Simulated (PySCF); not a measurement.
(E)-2-fluorobut-2-ene (C₄H₇F), SMILES C/C=C(/F)C. The structure is a stationary point at ωB97X-D3(BJ)/def2-SVP.

Computed with ωB97X-D3(BJ)/def2-SVP (PySCF).

Harmonic wavenumbers (cm⁻¹): 127, 160, 267, 275, 431, 478, 531, 816, 868, 975, 1033, 1057, 1064, 1142, 1247, 1339, 1418, 1440, 1455, 1465, 1466, 1479, 1837, 3064, 3076, 3138, 3157, 3174, 3204, 3208. Rotational constants (GHz): 8.606, 3.584, 2.613; symmetry number 1.

Work out the zero-point energy and the ideal-gas rigid-rotor harmonic-oscillator thermochemistry at 298.15 K and 1 atm.

ZPE = ½ Σ hcν = ½ × 44391 cm⁻¹ = 265.51 kJ/mol. H − E(el) = 284.09 kJ/mol. Entropy in J/(mol K): translation 162.44, rotation 107.91, vibration 49.24, total 319.60. G − E(el) = 188.80 kJ/mol. Cp = 95.20 J/(mol K). Modes under 150 cm⁻¹ make the vibrational entropy uncertain.
